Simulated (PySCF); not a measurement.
H9NSi4, SMILES [SiH2]1[SiH2][SiH2]N[SiH2]1.

The structure is a stationary point at B3LYP-D3(BJ)/def2-SVP. The geometry has at least one imaginary mode, so it is a saddle point at that level. The structure was generated by enumeration, and PubChem lists no compound with its InChIKey, so it may never have been made.

Two levels are set side by side: TDA-PBE/def2-SVPD (PySCF) and TDA-B3LYP/def2-SVPD (PySCF). Vertical, same geometry. The lowest singlet is HOMO→LUMO+1 99 % with PBE and HOMO→LUMO+1 96 % with the other functional; states are paired by order. Differences are taken from unrounded values.

| quantity | TDA-B3LYP |
|---|---|
| lowest singlet excitation (eV) | 5.45 |
| lowest triplet excitation (TDA) (eV) | 5.18 |

Q: What does TDA-PBE give, and how far is it from TDA-B3LYP? (Estimate from the structure and the level; the computed values follow.)

A: 
```json
[
 {"quantity": "lowest singlet excitation (eV)", "TDA-PBE": "4.80", "TDA-PBE minus TDA-B3LYP": "-0.64"},
 {"quantity": "lowest triplet excitation (TDA) (eV)", "TDA-PBE": "4.54", "TDA-PBE minus TDA-B3LYP": "-0.63"}
]
```

A lower first singlet is the usual sign of a functional without exact exchange. Differences between two approximate levels are no errors against the true value.

Rough cost on one machine, each run with all the roots and properties that it gave: TDA-B3LYP against TDA-PBE about 2 times.
